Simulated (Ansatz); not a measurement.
## Energy profile

The step: BH₂F ([BH2][F]) + H₂ → BH₃ + HF; bonds formed: B1–H6, F2–H5; bonds broken: B1–F2, H5–H6 (atoms numbered as in the saddle structure below).

```
6
angstrom
B -0.3110 0.1111 -0.2313
F 1.3149 0.2017 -0.0971
H -0.5880 -0.5783 -1.1598
H -0.7778 1.1906 -0.0554
H 0.7013 -0.3458 0.6744
H -0.3395 -0.5791 0.8692
```

Electronic energies by CCSD(T) at an estimated basis limit (MP2 extrapolated from triple and quadruple zeta, plus CCSD(T) − MP2 in triple zeta), on PBE0-D4/def2-TZVP structures; BH4F, closed shell; no counterpoise correction. Computed with Ansatz 0.2.0 (basis: def2-TZVPP and def2-QZVPP); correlated methods freeze the cores. Extrapolation: Hartree–Fock as exp(−7.88 √X), correlation as X^−2.97.

Task: Give the profile in kcal/mol, counted from the separated reactants. (Judge from chemistry; the value comes from the calculation.)

Result: By the calculation:
| point | kcal/mol |
| --- | --- |
| separated: BH2F (linked as [BH2][F]; B1, F2, H3, H4; singlet) + H2 (H5, H6; singlet) | 0.00 |
| start structure | -0.58 |
| saddle | 41.20 |
| end structure | 27.06 |
| separated: BH3 (B1, H3, H4, H6; singlet) + HF (F2, H5; singlet) | 30.20 |

The T1 diagnostic stays at or below 0.014. The start structure is not quite a true minimum (one mode of 53i cm⁻¹).

For scale, one of the runs: CCSD(T)/def2-TZVPP, 118 basis functions, launched by `ansatz run in.yaml --threads 2 --pin off --events-out ev --progress --plain --max-ram 4352MiB`. Hardware: 2 CPU threads of an Arm Neoverse V2, shared host. Wall time about 3.1 s.
